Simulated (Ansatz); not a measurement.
Computed with Ansatz on PBE0-D4/def2-TZVP structures; ΔE is electronic, products minus reactants. CCSD(T)/CBS is the MP2 limit (def2-TZVPP, def2-QZVPP) plus CCSD(T) − MP2 in def2-TZVPP, frozen cores. This one scheme is used for every species. Functionals use def2-TZVPP. Each species was taken in one conformer, which may not be the lowest.

Consider the ligand exchange at the Si–C bond: `C[SiH](O)CS` + `O[SiH2]O` → `C[SiH](O)O[SiH2]O` + CH₃SH.

`C[SiH](O)CS`:

```xyz
13

C     0.643   -1.540   -0.292
Si   -0.765   -0.319   -0.250
O    -1.010    0.411   -1.706
C    -0.427    1.023    1.026
S     0.877    2.149    0.445
H     0.449   -2.309   -1.044
H     0.756   -2.037    0.676
H     1.593   -1.064   -0.545
H    -2.029   -1.027    0.081
H    -0.442    1.173   -1.859
H    -0.190    0.647    2.024
H    -1.313    1.656    1.120
H     1.857    1.238    0.323
```

`O[SiH2]O`:

Z-matrix (Å, degrees):
```
Si
O 1 1.642
O 1 1.642 2 113.5
H 1 1.481 2 111.5 3 116.9
H 1 1.481 2 103.8 3 -121.2
H 2 0.958 1 117.7 3 -66.0
H 3 0.958 1 117.7 2 -66.0
```

`C[SiH](O)O[SiH2]O`:

```xyz
14

C     1.930    0.131    1.527
Si    0.934    0.311   -0.016
O     1.080   -1.080   -0.876
O    -0.652    0.575    0.352
Si   -2.058   -0.009   -0.222
O    -1.881   -0.489   -1.794
H     1.581   -0.723    2.112
H     1.850    1.029    2.144
H     2.984   -0.026    1.286
H     1.375    1.478   -0.827
H     0.467   -1.194   -1.607
H    -2.452   -1.220    0.529
H    -3.080    1.063   -0.130
H    -2.078    0.154   -2.476
```

CH₃SH:

Z-matrix (Å, degrees):
```
C
S 1 1.806
H 1 1.089 2 111.5
H 1 1.089 2 111.5 3 -123.8
H 1 1.090 2 106.2 3 118.1
H 2 1.342 1 97.1 3 61.9
```

```json
{"level": "PBE-D4", "ΔE (kcal/mol)": "-27.3", "difference from CCSD(T)/CBS": "3.3"}
{"level": "r2SCAN-D4", "ΔE (kcal/mol)": "-30.8", "difference from CCSD(T)/CBS": "-0.2"}
{"level": "PBE0-D4", "ΔE (kcal/mol)": "-28.9", "difference from CCSD(T)/CBS": "1.7"}
{"level": "ωB97M-V", "ΔE (kcal/mol)": "-30.6", "difference from CCSD(T)/CBS": "0.0"}
{"level": "B2PLYP", "ΔE (kcal/mol)": "-31.8", "difference from CCSD(T)/CBS": "-1.2"}
{"level": "PBE", "ΔE (kcal/mol)": "-27.5", "difference from CCSD(T)/CBS": "3.1"}
{"level": "PBE0", "ΔE (kcal/mol)": "-29.1", "difference from CCSD(T)/CBS": "1.5"}
{"level": "MP2/def2-TZVPP", "ΔE (kcal/mol)": "-30.6", "difference from CCSD(T)/CBS": "0.0"}
{"level": "CCSD(T)/def2-TZVPP", "ΔE (kcal/mol)": "-30.9", "difference from CCSD(T)/CBS": "-0.3"}
{"level": "HF/def2-QZVPP", "ΔE (kcal/mol)": "-37.1", "difference from CCSD(T)/CBS": "-6.5"}
{"level": "CCSD(T)/CBS", "ΔE (kcal/mol)": "-30.6", "difference from CCSD(T)/CBS": "0"}
```

Largest T1 diagnostic among the species: 0.011.

From PBE to PBE0 (25 % exact exchange), in def2-TZVPP and without D4, ΔE moves by −1.6 kcal/mol. In def2-TZVPP, CCSD(T) changes the Hartree–Fock value by +5.8 kcal/mol (the triples alone add +0.9 kcal/mol) and MP2 by +6.1 kcal/mol.
